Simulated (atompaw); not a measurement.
**Pseudopotential generation for Hf: PAW (atompaw), PBE, scalar-relativistic.**

Hf, PAW, made with atompaw 4.2.0.5 (PBE, scalar-relativistic). Core [Kr] 4d10 4f14, reference 5s2 5p6 5d2 6s0 6p0 (charge +2). Waves: 5s (bound): rc 2.00 bohr; 6s (bound, empty): rc 1.85 bohr; 5p (bound): rc 2.30 bohr; 6p (bound, empty): rc 2.35 bohr; 5d (bound): rc 2.35 bohr; 5d channel at -0.3 Ry: rc 2.35 bohr. Local part: troulliermartins scheme with l = 3 at 0.5 Ry, radius 2.10 bohr. Core correction: smooth core density matched at 1.25 bohr. Augmentation charge: sinc compensation charge, radius 2.05 bohr; PAW radius 2.35 bohr; waves and projectors: custom polynom2 7 10 vanderbiltortho.

(1) Estimate the cutoffs (Ry, on a coarse ladder) from which the occupation-weighted sum of valence levels, in a spherical-Bessel basis at the reference potential, stays within 10 and 1 mRy of its value at 400 Ry.

(2) What does a ghost test show?

(3) Is the overlap operator S = 1 + Σ q|β⟩⟨β| positive definite (Bessel basis up to 400 Ry)?

## Answers

(1) 21 Ry and 35 Ry.

(2) No extra level below or beside the all-electron valence levels (s, p, d, f tested).

(3) Yes: its lowest eigenvalue is 0.45 (s channel).
